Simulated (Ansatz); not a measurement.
The inner images of a band of BF2H + BrH (6 atoms, charge 0, multiplicity 1) are given out of order.

The calculation used RKS PBE/def2-SVP in Ansatz.

Initial state:

```xyz
6
Properties=species:S:1:pos:R:3
B 0.013 -0.355 -0.082
F 0.059 -0.486 1.244
F 1.151 -0.455 -0.747
H -1.040 -0.185 -0.652
Br 0.051 2.967 1.131
H 0.034 1.796 1.963
```

Final state:

```xyz
6
Properties=species:S:1:pos:R:3
B 0.013 0.439 -0.181
F 0.001 -0.148 1.768
F 1.156 -0.117 -0.553
H -1.057 -0.027 -0.496
Br 0.080 2.366 0.305
H 0.075 0.771 2.015
```

Question: Put them in order from the first end to the last, with their energies above the first end.
A.
```xyz
6
Properties=species:S:1:pos:R:3
B 0.002 -0.151 0.046
F 0.026 -0.439 1.364
F 1.163 -0.183 -0.590
H -1.050 -0.014 -0.530
Br 0.055 2.602 0.837
H 0.072 1.468 1.731
```
B.
```xyz
6
Properties=species:S:1:pos:R:3
B 0.011 0.228 0.015
F 0.024 -0.132 1.554
F 1.161 -0.160 -0.526
H -1.061 -0.015 -0.486
Br 0.067 2.354 0.598
H 0.066 1.007 1.702
```
C.
```xyz
6
Properties=species:S:1:pos:R:3
B 0.005 0.031 0.070
F 0.024 -0.282 1.443
F 1.164 -0.151 -0.550
H -1.057 0.006 -0.502
Br 0.061 2.423 0.725
H 0.069 1.255 1.671
```
D.
```xyz
6
Properties=species:S:1:pos:R:3
B 0.013 0.355 -0.074
F 0.016 -0.112 1.655
F 1.159 -0.143 -0.526
H -1.059 -0.030 -0.477
Br 0.073 2.348 0.445
H 0.067 0.866 1.834
```
E.
```xyz
6
Properties=species:S:1:pos:R:3
B 0.006 -0.267 -0.016
F 0.034 -0.536 1.294
F 1.158 -0.281 -0.666
H -1.045 -0.082 -0.584
Br 0.066 2.776 0.954
H 0.049 1.673 1.875
```

Answer: E (+0.02 eV), A (+0.12 eV), C (+0.50 eV), B (+0.91 eV), D (+0.81 eV).

Time of the run: 2.3 min on 2 threads of Arm Neoverse V1 (shared host), peak memory 0.12 GiB.
